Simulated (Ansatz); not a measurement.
Isolated molecules relaxed with PBE0-D4/def2-TZVP in Ansatz; ΔE leaves out vibrations. CCSD(T)/CBS is the MP2 limit (def2-TZVPP, def2-QZVPP) plus CCSD(T) − MP2 in def2-TZVPP, frozen cores. DFT in def2-TZVPP. B3LYP here is the variant with VWN-RPA as its local correlation; programs differ in this. One conformer a species, not always the lowest.

`BC[SiH2]F` + `CS[SiH2]O` → `BO[SiH2]SC` + `C[SiH2]F`  (ligand exchange at a B–C bond)

`BC[SiH2]F`:

```xyz
10

B    -0.517    1.365   -0.617
C    -0.701   -0.124   -0.281
Si    0.802   -0.817    0.592
F     0.523   -2.366    0.890
H    -0.010    1.700   -1.649
H    -0.828    2.213    0.169
H    -0.802   -0.763   -1.164
H    -1.517   -0.316    0.424
H     1.036   -0.150    1.895
H     2.014   -0.742   -0.258
```

`CS[SiH2]O`:

```xyz
10

C    -0.775    1.388    0.631
S     0.751    0.512    1.091
Si    0.926   -0.797   -0.567
O    -0.309   -1.880   -0.685
H    -1.609    0.695    0.531
H    -0.637    1.940   -0.298
H    -0.991    2.091    1.434
H     2.241   -1.457   -0.368
H     0.863   -0.047   -1.842
H    -0.461   -2.446    0.074
```

`BO[SiH2]SC`:

```xyz
12

B    -1.432    1.112    1.207
O    -1.229   -0.214    1.094
Si   -0.823   -1.138   -0.225
S     1.237   -1.586   -0.275
C     1.892    0.070   -0.638
H    -1.352    1.820    0.235
H    -1.687    1.556    2.291
H    -1.534   -2.427   -0.104
H    -1.210   -0.376   -1.441
H     2.959   -0.049   -0.828
H     1.759    0.739    0.211
H     1.420    0.493   -1.525
```

`C[SiH2]F`:

```xyz
8

C     0.601    0.643    0.441
Si   -0.513   -0.558   -0.426
F    -1.480   -1.257    0.647
H     1.217    0.137    1.189
H     1.268    1.124   -0.280
H     0.023    1.423    0.942
H    -1.378    0.123   -1.422
H     0.262   -1.636   -1.090
```

CCSD(T)/CBS gives -1.22 eV.

Problem. Another level gave -1.33 eV. Which?
A. HF/def2-TZVPP
B. B3LYP-D4/def2-TZVPP
C. ωB97M-V/def2-TZVPP
D. PBE0-D4/def2-TZVPP

Solution. A. HF/def2-TZVPP -1.33, B3LYP-D4 -1.28, PBE0-D4 -1.18, ωB97M-V -1.23 eV.

Largest T1 diagnostic among the species: 0.012.

In def2-TZVPP, CCSD(T) changes the Hartree–Fock value by +0.09 eV (the triples alone add +0.00 eV) and MP2 by +0.10 eV.
